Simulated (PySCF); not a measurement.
CaCl₂, triplet, geometry from GFN2-xTB (such geometries of metal compounds can be far from the true shape) (a higher spin typed on purpose: for a closed-shell molecule this is an excited state), with bond 3-1 at 1.6 times its length; PySCF with BLYP/def2-SV(P).

PySCF was given this input:
```python
from pyscf import gto, scf, dft

mol = gto.M(
    atom='''
Ca    0.430953   -1.370442   -0.060155
Cl    0.643528    1.127626   -0.862254
Cl   -2.099423    1.597720    1.528932
''',
    basis='def2-sv(p)',
    charge=0,
    spin=2,
    verbose=4,
)

mf = dft.UKS(mol)
mf.xc = 'blyp'
mf.level_shift = 0.5
mf.max_cycle = 100
mf.kernel()
```

It wrote (shortened):

```
PySCF version 2.14.0

[INPUT] verbose = 4
[INPUT] num. atoms = 3
[INPUT] num. electrons = 54
[INPUT] charge = 0
[INPUT] spin (= nelec alpha-beta = 2S) = 2
[INPUT] symmetry False subgroup None
[INPUT] Mole.unit = angstrom
[INPUT] Symbol           X                Y                Z      unit          X                Y                Z       unit  Magmom
[...]
nuclear repulsion = 152.751920522309
number of shells = 26
number of NR pGTOs = 133
number of NR cGTOs = 60
basis = def2-sv(p)
ecp = {}

******** <class 'pyscf.dft.uks.UKS'> ********
method = UKS
initial guess = minao
damping factor = 0
level_shift factor = 0.5
DIIS = <class 'pyscf.scf.diis.CDIIS'>
diis_start_cycle = 1
diis_space = 8
diis_damp = 0
SCF conv_tol = 1e-09
SCF conv_tol_grad = None
SCF max_cycles = 100
direct_scf = True
direct_scf_tol = 1e-13
number electrons alpha = 28  beta = 26
XC library pyscf.dft.libxc version 7.1.2
    S. Lehtola, C. Steigemann, M. J. T. Oliveira, and M. A. L. Marques,  SoftwareX 7, 1–5 (2018)
XC functionals = blyp
    A. D. Becke,  Phys. Rev. A 38, 3098 (1988)
    C. Lee, W. Yang, and R. G. Parr,  Phys. Rev. B 37, 785 (1988)
    B. Miehlich, A. Savin, H. Stoll, and H. Preuss,  Chem. Phys. Lett. 157, 200 (1989)
radial grids:
    Treutler-Ahlrichs [JCP 102, 346 (1995); DOI:10.1063/1.469408] (M4) radial grids

becke partition: Becke, JCP 88, 2547 (1988); DOI:10.1063/1.454033
pruning grids: <function nwchem_prune>
grids dens level: 3
symmetrized grids: False
atomic radii adjust function: <function treutler_atomic_radii_adjust>
small_rho_cutoff = 0
Set gradient conv threshold to 3.16228e-05
tot grids = 58184
init E= -1597.46079561908

cycle= 1 E= -1597.55172018783  delta_E= -0.0909  |g|= 0.189  |ddm|= 1.37
cycle= 2 E= -1597.59223364861  delta_E= -0.0405  |g|= 0.0873  |ddm|= 0.361
cycle= 3 E= -1597.60412622157  delta_E= -0.0119  |g|= 0.0483  |ddm|= 0.174
cycle= 4 E= -1597.60906763439  delta_E= -0.00494  |g|= 0.0328  |ddm|= 0.115
cycle= 5 E= -1597.61166922356  delta_E= -0.0026  |g|= 0.0243  |ddm|= 0.082
cycle= 6 E= -1597.61306285047  delta_E= -0.00139  |g|= 0.019  |ddm|= 0.06
cycle= 7 E= -1597.61387873569  delta_E= -0.000816  |g|= 0.0143  |ddm|= 0.0435
cycle= 8 E= -1597.6143413406  delta_E= -0.000463  |g|= 0.0112  |ddm|= 0.0319
cycle= 9 E= -1597.61460724558  delta_E= -0.000266  |g|= 0.00933  |ddm|= 0.0231
cycle= 10 E= -1597.61477841434  delta_E= -0.000171  |g|= 0.00734  |ddm|= 0.0174
cycle= 11 E= -1597.61488073234  delta_E= -0.000102  |g|= 0.0062  |ddm|= 0.0131
[...]
cycle= 72 E= -1597.61520160574  delta_E= -5.97e-07  |g|= 0.000555  |ddm|= 0.000773
cycle= 73 E= -1597.61520210464  delta_E= -4.99e-07  |g|= 0.000447  |ddm|= 0.00076
cycle= 74 E= -1597.61520258035  delta_E= -4.76e-07  |g|= 0.000395  |ddm|= 0.00085
cycle= 75 E= -1597.61520286577  delta_E= -2.85e-07  |g|= 0.000598  |ddm|= 0.000818
cycle= 76 E= -1597.6152033318  delta_E= -4.66e-07  |g|= 0.000479  |ddm|= 0.000687
cycle= 77 E= -1597.61520373972  delta_E= -4.08e-07  |g|= 0.000389  |ddm|= 0.00065
cycle= 78 E= -1597.61520389828  delta_E= -1.59e-07  |g|= 0.000654  |ddm|= 0.000788
cycle= 79 E= -1597.61520415004  delta_E= -2.52e-07  |g|= 0.000726  |ddm|= 0.000652
cycle= 80 E= -1597.61520470305  delta_E= -5.53e-07  |g|= 0.000387  |ddm|= 0.000728
cycle= 81 E= -1597.61520497908  delta_E= -2.76e-07  |g|= 0.000418  |ddm|= 0.000591
cycle= 82 E= -1597.61520527391  delta_E= -2.95e-07  |g|= 0.000391  |ddm|= 0.00057
cycle= 83 E= -1597.61520560074  delta_E= -3.27e-07  |g|= 0.000269  |ddm|= 0.000601
cycle= 84 E= -1597.61520566184  delta_E= -6.11e-08  |g|= 0.000632  |ddm|= 0.000852
cycle= 85 E= -1597.6152057142  delta_E= -5.24e-08  |g|= 0.000838  |ddm|= 0.000651
cycle= 86 E= -1597.61520611246  delta_E= -3.98e-07  |g|= 0.000688  |ddm|= 0.000562
cycle= 87 E= -1597.61520656669  delta_E= -4.54e-07  |g|= 0.000376  |ddm|= 0.000616
cycle= 88 E= -1597.61520674594  delta_E= -1.79e-07  |g|= 0.000454  |ddm|= 0.000538
cycle= 89 E= -1597.61520700262  delta_E= -2.57e-07  |g|= 0.00036  |ddm|= 0.000503
cycle= 90 E= -1597.61520707291  delta_E= -7.03e-08  |g|= 0.000568  |ddm|= 0.000588
cycle= 91 E= -1597.61520731035  delta_E= -2.37e-07  |g|= 0.000494  |ddm|= 0.000479
cycle= 92 E= -1597.61520761444  delta_E= -3.04e-07  |g|= 0.000244  |ddm|= 0.000571
cycle= 93 E= -1597.61520780145  delta_E= -1.87e-07  |g|= 0.00021  |ddm|= 0.000459
cycle= 94 E= -1597.61520795973  delta_E= -1.58e-07  |g|= 0.00025  |ddm|= 0.000479
cycle= 95 E= -1597.61520802821  delta_E= -6.85e-08  |g|= 0.000457  |ddm|= 0.000552
cycle= 96 E= -1597.61520817144  delta_E= -1.43e-07  |g|= 0.000477  |ddm|= 0.000444
cycle= 97 E= -1597.61520843174  delta_E= -2.6e-07  |g|= 0.000232  |ddm|= 0.0005
cycle= 98 E= -1597.6152085627  delta_E= -1.31e-07  |g|= 0.000264  |ddm|= 0.000416
cycle= 99 E= -1597.61520867967  delta_E= -1.17e-07  |g|= 0.000303  |ddm|= 0.000418
cycle= 100 E= -1597.61520874557  delta_E= -6.59e-08  |g|= 0.000423  |ddm|= 0.000441
SCF not converged.
SCF energy = -1597.61520874557 after 100 cycles  <S^2> = 2.0013627  2S+1 = 3.0009083
```

Convergence was not reached.
